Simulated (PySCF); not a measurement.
C₄H₁₀Cd, SMILES [Cd]([CH2]C)[CH2]C, GFN2-xTB optimised geometry.

```
15

Cd    -0.53    -1.17     0.00
C     -2.22     0.31     0.00
C     -1.87     1.32     1.10
H     -3.21    -0.10     0.19
H     -2.25     0.83    -0.97
H     -0.88     1.76     0.94
H     -1.89     0.85     2.09
H     -2.59     2.15     1.12
C      1.71    -1.17     0.00
C      2.13    -0.28    -1.18
H      2.19    -2.15    -0.10
H      2.07    -0.71     0.93
H      1.66     0.71    -1.12
H      1.85    -0.74    -2.13
H      3.21    -0.13    -1.20
```

Density from B3LYP/def2-TZVP, def2 effective core potentials past Kr (PySCF) at that geometry. The core electrons that the potentials of Cd replace are not part of the density.

Minimum of the electron density along straight lines between bonded atoms, close to the bond critical point (lines longer than 1.1 times the sum of covalent radii, or with two minima, are not listed):

```csv
bond,length / Å,ρ at the minimum / e bohr⁻³,∇²ρ there / e bohr⁻⁵,position (fraction from the first atom)
Cd1–C2,2.244,0.081,0.14,0.52
C2–C3,1.530,0.242,-0.58,0.50
C2–H4,1.092,0.277,-0.93,0.64
C2–H5,1.097,0.273,-0.91,0.64
C3–H6,1.097,0.276,-0.93,0.64
C3–H7,1.094,0.277,-0.94,0.64
C3–H8,1.095,0.276,-0.93,0.64
Cd1–C9,2.244,0.081,0.14,0.52
C9–C10,1.530,0.241,-0.58,0.50
C9–H11,1.092,0.277,-0.93,0.64
C9–H12,1.097,0.273,-0.91,0.64
C10–H13,1.097,0.275,-0.93,0.63
C10–H14,1.094,0.277,-0.94,0.64
C10–H15,1.095,0.276,-0.93,0.64
```
